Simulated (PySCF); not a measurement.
Run record for `C#C[C@H]1CCCC=N1`: BP86/6-31G, TDA, 1 singlet.

Method: TDA BP86/6-31G, vertical, gas phase, core orbitals frozen in the response (PySCF 2.14.0, density-fitted response routines). Geometry: GFN2-xTB. The input is one job of a driver script: a line of settings, then coordinates in Å.

Command:
```bash
OMP_NUM_THREADS=1 python probes_run.py task.json out
```

Input:
```
{"job": {"kind": "uv", "xc": "BP86", "basis": "6-31G", "nstates": 1, "ntriplets": 0, "tda": true}, "charge": 0, "multiplicity": 1}
C      2.736854     1.102909     0.269115
C      1.830013     0.798191    -0.449378
C      0.681730     0.428947    -1.265205
C      0.253713    -1.018624    -0.971002
C     -0.411523    -1.068341     0.400791
C     -1.643429    -0.165709     0.385286
C     -1.348111     1.131038    -0.312976
N     -0.361318     1.409149    -1.034801
H      3.553237     1.365798     0.872824
H      0.970966     0.533858    -2.320550
H      1.125286    -1.673904    -1.005417
H     -0.455164    -1.342569    -1.737187
H      0.297049    -0.706755     1.149991
H     -0.688318    -2.092364     0.659713
H     -2.467143    -0.651545    -0.149478
H     -1.994370     0.042895     1.398515
H     -2.086471     1.919056    -0.194245
```

Output:
```
coarse grid: 14248 points
cycle   1  E = -326.7241441169  dE =  1.019e+00  |g| = 5.457e-01  |ddm| = 4.255e+00
cycle   2  E = -326.6332282281  dE =  9.092e-02  |g| = 8.104e-01  |ddm| = 1.895e+00
cycle   3  E = -326.7976779442  dE = -1.644e-01  |g| = 2.454e-01  |ddm| = 1.136e+00
cycle   4  E = -326.8114632079  dE = -1.379e-02  |g| = 5.626e-02  |ddm| = 2.937e-01
cycle   5  E = -326.8120463371  dE = -5.831e-04  |g| = 3.031e-02  |ddm| = 1.101e-01
cycle   6  E = -326.8122441327  dE = -1.978e-04  |g| = 1.311e-02  |ddm| = 4.012e-02
cycle   7  E = -326.8122883683  dE = -4.424e-05  |g| = 1.971e-03  |ddm| = 1.446e-02
cycle   8  E = -326.8122895045  dE = -1.136e-06  |g| = 3.343e-04  |ddm| = 3.935e-03
final grid: 137800 points
cycle   9  E = -326.7242672788  dE = -3.163e-05  |g| = 6.198e-03  |ddm| = 4.073e-02
cycle  10  E = -326.7242522186  dE =  1.506e-05  |g| = 9.639e-03  |ddm| = 1.959e-02
cycle  11  E = -326.7242754144  dE = -2.320e-05  |g| = 2.937e-03  |ddm| = 1.322e-02
cycle  12  E = -326.7242776238  dE = -2.209e-06  |g| = 4.466e-04  |ddm| = 3.156e-03
cycle  13  E = -326.7242776125  dE =  1.128e-08  |g| = 2.499e-04  |ddm| = 7.397e-04
cycle  14  E = -326.7242776009  dE =  1.160e-08  |g| = 7.200e-05  |ddm| = 2.900e-04
cycle  15  E = -326.7242776023  dE = -1.408e-09  |g| = 8.591e-06  |ddm| = 1.009e-04
cycle  16  E = -326.7242776023  dE = -2.069e-11  |g| = 3.145e-06  |ddm| = 2.049e-05
converged SCF energy = -326.7242776023

Static polarisability (au): isotropic 70.785, principal 59.473 62.528 90.354

Singlet excitations
state   eV       nm        f      main configurations
  1   4.5582    272.0   0.00391   H->L 0.98
```

The SCF starts on a coarse grid where the log names one; the energy can jump when the final grid takes over, and dE then counts from the start density on the new grid. H and L stand for HOMO and LUMO; the number after each pair is its weight.

How does the lowest singlet excitation compare with the HOMO–LUMO gap?

HOMO -5.04 eV and LUMO -0.90 eV give a gap of 4.14 eV; S1 at 4.56 eV lies 0.42 eV above it.

Give the mean polarisability as a volume in Å³, and the ratio of the largest to the smallest principal value.

70.785 au × 0.148185 = 10.49 Å³; 90.354/59.473 = 1.52.

In short: SCF converged in 16 cycles with 90 basis and 804 fitting functions; HOMO -5.04 eV, LUMO -0.90 eV; lowest singlet 4.56 eV; mean polarisability 70.8 au.

Hardware: Arm Neoverse V2, one thread, shared host with 96 logical CPUs at a one-minute load of 10. Cost: 13 s wall, 0.49 GiB resident at most.

One conformer stands for the species.
